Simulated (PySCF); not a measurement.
A structure optimised at PBE0-D3(BJ)/def2-SVP, used in a PySCF frequency run:

```
C
H 1 1.1037
H 1 1.1037 2 106.04
C 1 1.5130 2 108.26 3 115.99
O 4 1.4031 1 108.65 2 -57.27
H 5 0.9612 4 108.44 1 180.00
H 4 1.1104 5 111.66 6 59.54
H 4 1.1104 7 106.47 5 122.11
C 1 1.5210 2 110.23 3 -119.30
H 9 1.1047 1 109.35 2 -179.27
H 9 1.1047 10 105.67 1 -117.59
C 9 1.5203 10 109.51 11 -117.85
H 12 1.1005 9 111.70 10 57.71
H 12 1.1018 13 107.63 9 -122.33
H 12 1.1018 13 107.63 14 -115.34
```

Write its SMILES, formula and point group.

CCCCO, C4H10O, Cs

What are its rotational constants (standard atomic weights)?

18.903, 1.9878, 1.8833 GHz
